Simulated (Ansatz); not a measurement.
A made-up structure of AlBH₃SO (charge -1), closed shell:

```
7
angstrom
B -0.6821 1.3486 -0.1455
Al 1.4442 -0.8562 1.0458
O 0.1411 -0.5964 -0.0867
S -0.5299 -1.7575 -1.1477
H -1.6625 1.6803 0.4804
H -0.3322 2.2004 -0.9299
H 1.9641 -2.2840 1.0092
```

It is relaxed with PBE-D4/def2-SVPD and then PBE0-D4/def2-TZVPD (Ansatz 0.2.0). Atoms count as bonded within 1.22 times the sum of their covalent radii (H–H: 0.88 Å). The end point is not checked to be a true minimum.

**Question.** Does its bonding change? (A judgement: the text doesn't fix the answer.)

**Answer.** By the calculation: Yes. Formed: B1–O3, B1–S4; broken: none.

Where it ends: The first stage lowers the energy by 3.83 eV in 20 steps. It ends as AlBH₃SO ([AlH][O]1[BH2][S]1), total charge -1:
```
7
angstrom
B -0.7184 0.8067 -0.3798
Al 1.6317 -0.5167 1.3477
O 0.2364 -0.1944 0.1512
S -0.7614 -0.9820 -1.0799
H -1.6232 1.1070 0.3592
H -0.2438 1.6465 -1.1040
H 1.8215 -2.1316 0.9312
```

Labels in which every atom is bracketed show which atoms are joined, not bond orders.

For scale, one of the runs: PBE0-D4/def2-TZVPD relaxation, 193 basis functions, launched by `ansatz run in.yaml --threads 2 --pin off --events-out ev --progress --plain --max-ram 4352MiB`. Hardware: 2 CPU threads of an Arm Neoverse V2, shared host. Wall time about 67 s.
